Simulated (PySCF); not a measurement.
## Nb (niobium, neutral): LC-wPBE calculation

Configuration: [Kr] 4d4 5s1, high-spin 6D determinant. Computed with PySCF 2.14 in aug-cc-pwCVTZ-PP with ECP28MDF (8s8p7d4f3g, 122 functions), with scalar relativity through the core potential.

- Total energy: -56.6489 hartree
- One-electron energy: -96.2328 hartree
- Hartree (Coulomb) energy: 46.4814 hartree
- Exchange-correlation energy: -6.8974 hartree
- ⟨S²⟩: 8.7526
- ⟨L²⟩: 6.011
- Sum of ⟨r⟩: 22.57 bohr
- Sum of ⟨r²⟩: 52.91 bohr²
- Traceless quadrupole moment −½Σ⟨3z² − r²⟩ along its main axis: -1.45 e·bohr²
- Time after the integrals: about 10 core-seconds

```
shell  electrons  mean orbital energy (hartree)  spread (hartree)  rms radius, mean of both spins (bohr)
 4s α          1                       -2.37903                 0                                   1.25
 4s β          1                       -2.30326                 0                                   1.25
 4p α          3                       -1.48351           0.00684                                   1.41
 4p β          3                       -1.37779           0.03584                                   1.41
 4d α          4                       -0.26770           0.02370                                   2.39
 5s α          1                       -0.24680                 0                                   3.88
```

Energies and moments cover only the electrons outside the core potential.
